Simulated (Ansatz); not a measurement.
System: LaO, charge 0, multiplicity 2. The spin state was set by rule; other spins were not relaxed. 
Structure (B3LYP-D3(BJ)/def2-TZVP (Ansatz, a quantum-chemistry and plane-wave program) minimum search):
SMILES: [O]=[La]
```xyz
2

La     0.0000     0.0000    -0.2366
O      0.0000     0.0000     1.6855
```
Charge 0, spin multiplicity 2.

Total electronic energies in hartree. Valence correlation only, unless marked. Open shells are spin-unrestricted. Spin-orbit coupling is left out. Frozen are the shells of the preceding noble gas and the d and f shells that filled before the atom's block. In def2 rows, elements after Kr have scalar-relativistic effective core potentials. Basis-set limits of correlation are two-point, X^-3; Hartree-Fock from the larger set. [CCSD(T)-MP2]/basis is that difference in the basis named.

```csv
level,program,energy (Eh)
HF/def2-SVPD,Ansatz,-105.95241
HF/def2-TZVPP,Ansatz,-106.05191
r2SCAN-D3(BJ)/def2-TZVPD,Ansatz + dftd3,-106.81935
r2SCAN-D4/def2-TZVPD,Ansatz + dftd4,-106.81949
HSE06-D3(BJ)/def2-TZVPD,Ansatz + dftd3,?
CAM-B3LYP-D3(BJ)/def2-TZVPD,Ansatz + dftd3,?
LC-wPBE-D4/def2-TZVPD,Ansatz + dftd4,-106.80575
LC-wPBE/def2-TZVPD,Ansatz,-106.80331
MP2/def2-TZVPP,Ansatz,-106.36302
CCSD/def2-TZVPP,Ansatz,-106.34318
CCSD/def2-QZVPP,Ansatz,-106.36854
CCSD/def2-QZVPPD,Ansatz,-106.36894
CCSD(T)/def2-TZVPPD,Ansatz,-106.36279
"RI-MP2/CBS(def2-TZVPPD,def2-QZVPPD)+[CCSD(T)-MP2]/def2-TZVPPD",Ansatz,-106.4027
"CCSD(T)/CBS(def2-TZVPPD,def2-QZVPPD)",Ansatz,-106.4010
```

What belongs in the gaps?


- HSE06-D3(BJ)/def2-TZVPD, energy (Eh): -106.75247
- CAM-B3LYP-D3(BJ)/def2-TZVPD, energy (Eh): -106.77773
